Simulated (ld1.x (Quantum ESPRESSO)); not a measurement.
## Reading a pseudo-wave (nitrogen (N))

Columns: radius, all-electron u(r) and pseudo u(r) of the 2p shell (level -7.62 eV) of nitrogen in the configuration [He] 2s1 2p4; BP86, scalar-relativistic, RRKJ scheme, ld1.x (Quantum ESPRESSO) 7.5.

```tsv
r (bohr)	all-electron	pseudo
0.088	0.0590	0.0212
0.175	0.1774	0.0812
0.262	0.3079	0.1734
0.350	0.4305	0.2887
0.438	0.5351	0.4139
0.525	0.6188	0.5351
0.612	0.6832	0.6429
0.700	0.7302	0.7306
0.788	0.7609	0.7924
0.875	0.7778	0.8275
0.962	0.7835	0.8391
1.050	0.7801	0.8319
1.138	0.7696	0.8112
1.225	0.7538	0.7831
1.312	0.7338	0.7517
1.400	0.7107	0.7198
1.487	0.6857	0.6893
1.575	0.6591	0.6601
1.662	0.6320	0.6321
1.750	0.6043	0.6043
1.838	0.5765	0.5765
1.925	0.5493	0.5493
2.012	0.5226	0.5226
2.100	0.4962	0.4962
2.188	0.4706	0.4706
2.275	0.4461	0.4461
```

(1) How many radial nodes do the two functions have?

(2) At about which radius was the pseudo-wave matched?

(3) Where does each function peak?

(4) Is the pseudo-wave norm-conserving?

Results:

(1) The all-electron 2p function has n − l − 1 = 0; the pseudo-wave has 0.

(2) 1.75 bohr. The columns agree to 0.0005 from 1.66 bohr on; several derivatives are matched, so the curves merge somewhat inside the radius.

(3) Outermost all-electron maximum near 0.96 bohr, pseudo maximum near 0.96 bohr (to the table’s step).

(4) Yes: the RRKJ scheme keeps the norm inside the radius equal to the all-electron one, which fixes the energy derivative of the logarithmic derivative at the level.
